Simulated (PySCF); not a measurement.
Computed properties of SiOBr2, SMILES O=[Si](Br)Br

SiOBr2, SMILES O=[Si](Br)Br. The structure is a stationary point at B3LYP-D3(BJ)/def2-SVP. The values are those of a single conformer. All values are computed for the isolated molecule unless a solvent is named; none is compared with measurement here.

**Structure.** The optimised structure has C2v symmetry. All 6 harmonic modes at B3LYP-D3(BJ)/def2-SVP (PySCF) are real, so it is a minimum. With heavy atoms numbered as in [Si:1](=[O:2])([Br:3])[Br:4], the shortest bond between them is Si1–O2 at 1.528 Å and the longest Si1–Br4 at 2.197 Å.

**Vibrations.** The strongest infrared lines (harmonic, unscaled, degenerate partners summed) lie at 511 cm⁻¹ (219 km/mol, Si 82 %, Br 16 %), 1237 cm⁻¹ (90 km/mol, O 60 %, Si 40 %), 254 cm⁻¹ (29 km/mol, Si 71 %, O 26 %). The softest mode is at 127 cm⁻¹ and the zero-point energy is 3.9 kcal/mol.

**Electronic structure.** ωB97X/def2-TZVPD (PySCF) places the frontier levels at -11.11 and -0.46 eV, a gap of 10.65 eV, and gives a dipole moment of 3.47 D and a mean polarisability of 69.8 bohr³. PBE/def2-TZVPD (PySCF) at the same geometry gives -7.28 and -3.36 eV, so its gap is 6.73 eV narrower. An orbital gap is neither the optical nor the fundamental gap.

**Excitations.** TDDFT-B3LYP/def2-SVPD (PySCF) has S1 at 4.54 eV (273 nm, f = 0.012, weak); the most intense of the 10 singlets computed lies at 6.40 eV (f = 0.10). T1 (TDA) is at 4.18 eV. TDDFT-PBE/def2-SVPD (PySCF) puts S1 at 4.10 eV. No vertical singlet excitation falls in the visible range (under 3.1 eV).

**NMR.** GIAO shifts at KT2/pcSseg-1 (PySCF) (non-relativistic, atoms alike by connectivity averaged): ²⁹Si at 15.6 ppm against TMS. Without spin–orbit terms, shifts of atoms bonded to Cl or Br come out too high.

**Solvation.** SMD-B3LYP/6-31G* (PySCF) gives -6.7 kcal/mol in water, -6.9 kcal/mol in tetrahydrofuran, -5.4 kcal/mol in n-hexane (1 M in both phases, gas-phase geometry); of these solvents tetrahydrofuran holds the molecule best.
